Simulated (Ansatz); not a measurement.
Geometry optimisation, Ansatz, RKS PBE/6-31G*.

The input (input.yaml):

```yaml
crystal:
  periodic: [false, false, false]
  atoms:
    - { symbol: Si, position_ang: [0.135963, 0.038037, -0.027011] }
    - { symbol: Si, position_ang: [0.898695, -0.048797, 2.085461] }
    - { symbol: H, position_ang: [-0.06698, -0.199494, 3.231745] }
    - { symbol: H, position_ang: [1.876048, -1.189233, 2.187748] }
    - { symbol: H, position_ang: [1.681643, 1.212886, 2.335895] }
    - { symbol: H, position_ang: [1.518371, 0.196773, -0.511278] }
    - { symbol: C, position_ang: [-0.891496, 1.569291, -0.472625] }
    - { symbol: H, position_ang: [-1.89856, 1.513055, -0.029019] }
    - { symbol: H, position_ang: [-0.398626, 2.484608, -0.107083] }
    - { symbol: H, position_ang: [-1.005138, 1.653226, -1.56634] }
    - { symbol: C, position_ang: [-0.640195, -1.561218, -0.693501] }
    - { symbol: H, position_ang: [-1.605709, -1.760358, -0.199563] }
    - { symbol: H, position_ang: [-0.817117, -1.480953, -1.77838] }
    - { symbol: H, position_ang: [0.016701, -2.427922, -0.51225] }
basis:
  gaussian: { orbitals: "6-31G*" }
hamiltonian:
  xc: pbe
relax:
  f_tol: 0.03
  max_steps: 50
```

Run as:

```bash
$ ansatz run input.yaml --threads 2 --pin off --max-ram 3072MiB --backend cpu --events-out ev --progress --plain --runs-dir out
```

**Question.** Where does it end, and by what steps?

**Answer.** The forces met the threshold. After 5 steps the energy has fallen by 0.202 eV; H6 moved furthest, 0.46 Å.

```json
{"step": "0", "energy less start (eV)": "0.0000", "largest force component (eV/Å)": "1.379", "accepted": "yes"}
{"step": "1", "energy less start (eV)": "-0.1408", "largest force component (eV/Å)": "0.298", "accepted": "yes"}
{"step": "2", "energy less start (eV)": "-0.1711", "largest force component (eV/Å)": "0.159", "accepted": "yes"}
{"step": "3", "energy less start (eV)": "-0.1954", "largest force component (eV/Å)": "0.237", "accepted": "yes"}
{"step": "4", "energy less start (eV)": "-0.2012", "largest force component (eV/Å)": "0.079", "accepted": "yes"}
{"step": "5", "energy less start (eV)": "-0.2019", "largest force component (eV/Å)": "0.006", "accepted": "yes"}
```

```xyz
14
Properties=species:S:1:pos:R:3
Si 0.262 0.059 -0.146
Si 0.917 -0.048 2.115
H -0.270 -0.208 3.026
H 1.835 -1.212 2.372
H 1.642 1.199 2.542
H 1.516 0.220 -0.969
C -0.859 1.565 -0.447
H -1.791 1.490 0.139
H -0.353 2.503 -0.162
H -1.134 1.638 -1.514
C -0.605 -1.551 -0.670
H -1.525 -1.716 -0.084
H -0.884 -1.513 -1.737
H 0.052 -2.425 -0.521
```

Whether the end is a true minimum wasn't checked by a vibrational analysis.

Run time: 23 s on 2 threads of Intel(R) Xeon(R) Processor @ 2.50GHz (Skylake/Cascade Lake), with other jobs on the host, peak memory 0.15 GiB.
